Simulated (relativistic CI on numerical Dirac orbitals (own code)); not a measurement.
Tc⁷⁺: L2,3 absorption edge

Computed with this model: Dirac-Coulomb-Breit CI, orbitals from a KLI potential per configuration, model QED (radiative potential, 1s self-energy scaled to tabulated hydrogen-like ionisation energies), valence Slater integrals scaled by 0.7, multiplet model of core-to-valence dipole absorption; configurations [Ar] 3d10 4s2 4p6 → [He] 2s2 2p5 3s2 3p6 3d10 4s2 4p6 4d; 300 K; Lorentzian 0.96 eV and Gaussian 0.5 eV FWHM. Energies are those of the free ion, without screening or charge transfer. The branching ratio is the share of the lower-energy edge in the whole absorption, uncertain by about 0.02 where the edges overlap. S is read from ⟨S²⟩ = S(S + 1).

Field parameters in Wybourne normalisation: D3d B²₀ = −7Dσ, B⁴₀ = −14Dq − 21Dτ, B⁴₃ = −14√(10/7) Dq; D4h B²₀ = −7Ds, B⁴₀ = 21(Dq − Dt), B⁴₄ = 21√(5/14) Dq; Oh B⁴₀ = 21Dq, B⁴₄ = √(5/14) B⁴₀; Td as Oh with Dq negative (B⁴₀ = 21Dq, B⁴₄ = √(5/14) B⁴₀). The field is a parameter set, without covalency.

Computed curve for D3d, 10Dq = 28500, Dσ = 1180, Dτ = 170 cm⁻¹, scaled to 100 at the maximum (points under 2 are left out and the grid is thinned):

Energy (eV), Intensity and a bar:
```
   2690.8        2.1 
   2691.1        2.4 
   2691.5        3.1 
   2691.8        3.8 #
   2692.1        4.9 #
   2692.5        7.3 ##
   2692.8       10.7 ###
   2693.1       16.1 ####
   2693.5       25.4 #######
   2693.8       34.6 ##########
   2694.1       49.3 ###############
   2694.5       65.0 ####################
   2694.8       54.3 #################
   2695.1       35.1 ##########
   2695.5       19.8 ######
   2695.8       15.4 ####
   2696.1       14.3 ####
   2696.5       16.8 #####
   2696.8       22.5 ######
   2697.1       33.6 ##########
   2697.5       64.1 ####################
   2697.8       93.5 #############################
   2698.1       96.5 ##############################
   2698.5       57.4 ##################
   2698.8       33.0 ##########
   2699.1       19.9 ######
   2699.5       11.6 ###
   2699.8        8.4 ##
   2700.1        6.3 #
   2700.5        4.6 #
   2700.8        3.7 #
   2701.2        2.9 
   2701.5        2.5 
   2701.8        2.1 
   2808.1        2.4 
   2808.4        3.1 
   2808.7        4.1 #
   2809.1        6.7 #
   2809.4       10.4 ###
   2809.7       16.8 #####
   2810.1       29.2 #########
   2810.4       38.7 ############
   2810.7       42.5 #############
   2811.1       30.2 #########
   2811.4       18.4 #####
   2811.7       11.5 ###
   2812.1        7.6 ##
   2812.4        6.6 #
   2812.7        6.7 #
   2813.1        8.8 ##
   2813.4       13.1 ####
   2813.7       21.6 ######
   2814.1       33.7 ##########
   2814.4       30.7 #########
   2814.7       20.0 ######
   2815.1        9.7 ##
   2815.4        6.1 #
   2815.7        4.2 #
   2816.1        2.8 
   2816.4        2.1
```

The ground state has S = 0.00, and the centroid lies at 2733.57 eV.
